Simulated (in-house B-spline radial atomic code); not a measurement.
Computed with a B-spline radial atomic code. Model: two electrons, singlet ground state, non-relativistic, full CI in B-splines with partial waves to l = 8 (at full coupling up to 3e-4 hartree above the limit, correlation up to 0.6 % small), density held at that of full coupling by Lieb maximisation.

Along the adiabatic connection the electron repulsion is scaled by a coupling λ while a local potential keeps the density fixed. At λ = 0 the system is the Kohn-Sham one and W equals the exchange energy; the exchange-correlation energy is the area under W between 0 and 1. The kinetic energy rises with λ as the electrons avoid each other, with dT/dλ = −λ dW/dλ.

Command:
```bash
python run_ac.py task.json out
```
Settings (lengths in bohr, energies in hartree):
```
potential              coulomb
strength               1.99
lmax                   8
wall_radius            4.74
```

Time taken, with all properties: 15 s on 1 thread of Intel(R) Xeon(R) Processor @ 2.30GHz (shared host).

**W = mean repulsion less Hartree energy, and W of three functionals.**

Given: confinement point charge; nuclear charge 1.99; hard wall radius 4.74 bohr; external potential -Z/r.

Computed: LDA exchange minus exact 140.83 millihartree; PBE exchange minus exact 11.759 millihartree.

```json
{"coupling": "0", "W xc (hartree)": "-1.0203", "W xc minus exchange (millihartree)": "0", "kinetic minus Kohn-Sham (millihartree)": "0", "LDA (PW92) W minus its exchange (millihartree)": "0", "PBE W minus its exchange (millihartree)": "0", "SCAN W minus its exchange (millihartree)": "0"}
{"coupling": "0.02", "W xc (hartree)": "-1.0222", "W xc minus exchange (millihartree)": "-1.92", "kinetic minus Kohn-Sham (millihartree)": "0.02", "LDA (PW92) W minus its exchange (millihartree)": "-11.84", "PBE W minus its exchange (millihartree)": "-1.77", "SCAN W minus its exchange (millihartree)": "-1.82"}
{"coupling": "0.05", "W xc (hartree)": "-1.0251", "W xc minus exchange (millihartree)": "-4.768", "kinetic minus Kohn-Sham (millihartree)": "0.12", "LDA (PW92) W minus its exchange (millihartree)": "-24.19", "PBE W minus its exchange (millihartree)": "-4.45", "SCAN W minus its exchange (millihartree)": "-4.48"}
{"coupling": "0.12", "W xc (hartree)": "-1.0316", "W xc minus exchange (millihartree)": "-11.267", "kinetic minus Kohn-Sham (millihartree)": "0.67", "LDA (PW92) W minus its exchange (millihartree)": "-46.19", "PBE W minus its exchange (millihartree)": "-10.73", "SCAN W minus its exchange (millihartree)": "-10.47"}
{"coupling": "0.25", "W xc (hartree)": "-1.0431", "W xc minus exchange (millihartree)": "-22.816", "kinetic minus Kohn-Sham (millihartree)": "2.8", "LDA (PW92) W minus its exchange (millihartree)": "-76.83", "PBE W minus its exchange (millihartree)": "-22.2", "SCAN W minus its exchange (millihartree)": "-20.94"}
{"coupling": "0.4", "W xc (hartree)": "?", "W xc minus exchange (millihartree)": "?", "kinetic minus Kohn-Sham (millihartree)": "?", "LDA (PW92) W minus its exchange (millihartree)": "?", "PBE W minus its exchange (millihartree)": "?", "SCAN W minus its exchange (millihartree)": "?"}
{"coupling": "0.6", "W xc (hartree)": "-1.0712", "W xc minus exchange (millihartree)": "-50.901", "kinetic minus Kohn-Sham (millihartree)": "14.62", "LDA (PW92) W minus its exchange (millihartree)": "-134.15", "PBE W minus its exchange (millihartree)": "-50.86", "SCAN W minus its exchange (millihartree)": "-45.96"}
{"coupling": "0.8", "W xc (hartree)": "?", "W xc minus exchange (millihartree)": "?", "kinetic minus Kohn-Sham (millihartree)": "?", "LDA (PW92) W minus its exchange (millihartree)": "?", "PBE W minus its exchange (millihartree)": "?", "SCAN W minus its exchange (millihartree)": "?"}
{"coupling": "1", "W xc (hartree)": "-1.0988", "W xc minus exchange (millihartree)": "-78.475", "kinetic minus Kohn-Sham (millihartree)": "36.53", "LDA (PW92) W minus its exchange (millihartree)": "-180.19", "PBE W minus its exchange (millihartree)": "-79.49", "SCAN W minus its exchange (millihartree)": "-70.34"}
{"coupling": "1.4", "W xc (hartree)": "-1.1225", "W xc minus exchange (millihartree)": "-102.15", "kinetic minus Kohn-Sham (millihartree)": "64.83", "LDA (PW92) W minus its exchange (millihartree)": "-215.74", "PBE W minus its exchange (millihartree)": "-104.35", "SCAN W minus its exchange (millihartree)": "-91.37"}
{"coupling": "2", "W xc (hartree)": "-1.1522", "W xc minus exchange (millihartree)": "-131.93", "kinetic minus Kohn-Sham (millihartree)": "115.14", "LDA (PW92) W minus its exchange (millihartree)": "-257.53", "PBE W minus its exchange (millihartree)": "-136.08", "SCAN W minus its exchange (millihartree)": "-118.16"}
{"coupling": "3", "W xc (hartree)": "-1.1907", "W xc minus exchange (millihartree)": "-170.38", "kinetic minus Kohn-Sham (millihartree)": "210.28", "LDA (PW92) W minus its exchange (millihartree)": "-309.08", "PBE W minus its exchange (millihartree)": "-178.16", "SCAN W minus its exchange (millihartree)": "-153.71"}
{"coupling": "4.5", "W xc (hartree)": "-1.2314", "W xc minus exchange (millihartree)": "-211.12", "kinetic minus Kohn-Sham (millihartree)": "361.1", "LDA (PW92) W minus its exchange (millihartree)": "-363.15", "PBE W minus its exchange (millihartree)": "-224.91", "SCAN W minus its exchange (millihartree)": "-193.02"}
{"coupling": "7", "W xc (hartree)": "-1.2747", "W xc minus exchange (millihartree)": "-254.37", "kinetic minus Kohn-Sham (millihartree)": "605.2", "LDA (PW92) W minus its exchange (millihartree)": "-422.41", "PBE W minus its exchange (millihartree)": "-278.31", "SCAN W minus its exchange (millihartree)": "-236.93"}
{"coupling": "10", "W xc (hartree)": "-1.3065", "W xc minus exchange (millihartree)": "-286.23", "kinetic minus Kohn-Sham (millihartree)": "872.28", "LDA (PW92) W minus its exchange (millihartree)": "-468.76", "PBE W minus its exchange (millihartree)": "-321.2", "SCAN W minus its exchange (millihartree)": "-270.42"}
```

Q: What belongs in the row 0.4?

A: W xc (hartree): -1.0557; W xc minus exchange (millihartree): -35.359; kinetic minus Kohn-Sham (millihartree): 6.87; LDA (PW92) W minus its exchange (millihartree): -104.4; PBE W minus its exchange (millihartree): -34.91; SCAN W minus its exchange (millihartree): -32.16.

Q: What belongs in the row 0.8?

A: W xc (hartree): -1.0855; W xc minus exchange (millihartree): -65.23; kinetic minus Kohn-Sham (millihartree): 24.63; LDA (PW92) W minus its exchange (millihartree): -158.89; PBE W minus its exchange (millihartree): -65.69; SCAN W minus its exchange (millihartree): -58.63.

Q: What is the SCAN exchange minus exact?

A: -4.9443 millihartree.

**Energy parts, natural occupations and partial-wave weights.**

Computed: correlation energy -0.041945 hartree; kinetic part of the DFT correlation energy 0.036531 hartree; initial slope twice GL2 -0.096453 hartree; kinetic part over minus potential part 0.46551; Hartree energy 2.0406 hartree; Kohn-Sham kinetic 2.8394 hartree; Lieb Oxford ratio E_xc over LDA exchange 1.2078.

```tsv
natural	occupation of the shell (electrons)
s	1.9839
p	0.0077132
s	?
d	0.00032431
p	0.00024645
s	0.0001206
```

Q: What belongs in the row s?

A: occupation of the shell (electrons): 0.0075244.

| wave | weight |
| --- | --- |
| s | 0.99579 |
| p | ? |
| d | 0.00018121 |
| f | 2.4673e-05 |
| g | 5.641e-06 |

Q: What belongs in the row p?

A: weight: 0.0039914.

Q: What is the total energy?

A: -2.8693 hartree.

Q: What is the exchange energy?

A: -1.0203 hartree.

Half-way to full coupling W has made 55 % of its drop, against 50 % for a straight line, and second-order (GL2) theory, half the initial slope, overshoots the correlation energy by about 15 %: a moderate bend, as in light atoms. Over couplings 0 to 1 the errors in E_xc come to about +71 millihartree for LDA, +12 millihartree for PBE, -0.9 millihartree for SCAN, so SCAN is nearest. In LDA and SCAN the errors of exchange and correlation have opposite signs, so the sum is smaller than the larger of the two.
